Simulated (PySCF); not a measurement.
As4 (AsAsAsAs tetrahedron). The calculation used PySCF 2.14.0, PBE0-D3(BJ)/def2-SVP geometry optimisation, gas phase.

```
atom  x, y, z in Å
As1    1.3922    0.1988    0.4913
As2   -0.9592    0.2516    1.1113
As3   -0.2702    0.9482   -1.1163
As4   -0.1628   -1.3987   -0.4862
```

Q: Which two atoms are farthest apart?

A: 6 pairs, among them As1···As4, As2···As3 and As3···As4, 2.434 Å down to 2.431 Å.

Q: Work out the bond lengths As1–As2, As1–As3, As1–As4, As2–As4, As3–As4 in bohr.

A: For As1–As2 the difference vector is (-2.3514, 0.0528, 0.6200) Å, of length 2.4323 Å. 1 bohr = 0.529177 Å. As1–As2 4.596; As1–As3 4.594; As1–As4 4.600; As2–As4 4.594; As3–As4 4.597 bohr.

Q: Give the dihedral angles As3–As2–As4–As1, As4–As2–As3–As1, As4–As1–As2–As3, As2–As1–As3–As4, As2–As1–As4–As3, As1–As2–As4–As3.

A: As3–As2–As4–As1 70° (synclinal); As4–As2–As3–As1 -71° (synclinal); As4–As1–As2–As3 -71° (synclinal); As2–As1–As3–As4 -70° (synclinal); As2–As1–As4–As3 71° (synclinal); As1–As2–As4–As3 -70° (synclinal). Dihedral signs follow IUPAC: positive where, seen along the central bond, the front bond turns clockwise onto the rear one.

Q: Where is the centre of mass (commonest isotopes), and what is the radius of gyration?

A: Mass 299.686 u; centre at (0.000, 0.000, 0.000) Å; Rg = √(Σ m r²/M) = 1.490 Å. As Ia + Ib + Ic = 2 Σ m r², the three principal moments sum to 1329.9 u·Å².

Q: Write the matrix of distances between heavy atoms (Å, lower triangle).

A: 
```
As1   0.000
As2   2.432  0.000
As3   2.431  2.434  0.000
As4   2.434  2.431  2.432  0.000
```

The point group is Td within 0.08 Å; differences among equivalent distances and angles are scatter left by the optimiser. No PBE0-D3(BJ)/def2-SVP frequencies stand behind this structure, so it isn't proved a minimum. One conformer, not necessarily the lowest.
